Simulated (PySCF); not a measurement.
C6H7P.
SMILES: `c1(P)ccccc1`

Method used: TDDFT CAM-B3LYP/def2-SVPD, vertical, gas phase, core orbitals frozen in the response (PySCF 2.14.0, density-fitted response routines). Isolated species at its PBE0-D3(BJ)/def2-SVP geometry (one conformer only). Torsions of this conformer, `[PH2:1][c:2]1[cH:3][cH:4][cH:5][cH:6][cH:7]1`: H–P1–C2–C3 140°, H–P1–C2–C3 45°.

Computed singlets:

```tsv
state	E (eV)	f
S1	5.17	0.0004
S2	5.61	0.201
S3	6.17	0.021
S4	6.27	0.041
S5	6.60	0.386
S6	6.94	0.087
S7	7.05	0.223
S8	7.15	0.0010
S9	7.21	0.155
S10	7.22	0.188
```

Problem. How much of the mean static polarisability do these states give, one by one?

Solution. Each state adds f / ΔE² (ΔE in hartree, 27.2114 eV).

| state | f/ΔE² (au) | running sum (au) | running share of α (%) |
| --- | --- | --- | --- |
| S1 | 0.01 | 0.01 | 0.0 |
| S2 | 4.74 | 4.75 | 5.0 |
| S3 | 0.41 | 5.16 | 5.4 |
| S4 | 0.78 | 5.94 | 6.2 |
| S5 | 6.57 | 12.51 | 13.1 |
| S6 | 1.34 | 13.85 | 14.5 |
| S7 | 3.32 | 17.17 | 18.0 |
| S8 | 0.01 | 17.18 | 18.0 |
| S9 | 2.20 | 19.38 | 20.3 |
| S10 | 2.67 | 22.05 | 23.1 |

The full response gives 95.44 au (14.14 Å³), so 73.4 au comes from the higher roots of the same equations.

Problem. By how much does the contribution of these states grow at 1064 nm?

Solution. With ω = 0.0428 hartree each state's term in the mean polarisability goes from f / ΔE² to f / (ΔE² − ω²); the sum over all 10 states goes from 22.05 to 22.78 au, a rise of 0.73 au.

The largest single term belongs to S5, which also has the largest f.

A one-level model with all 36 active electrons at a single energy would need ΔE = √(N/α) = 16.7 eV to give this α, against S1 at 5.17 eV.

The run took 2.8 min (with the writing of density and orbital grids) on one thread, Arm Neoverse N1 (aarch64), no GPU, on a shared host, and the process peaked at 1.2 GiB of memory.
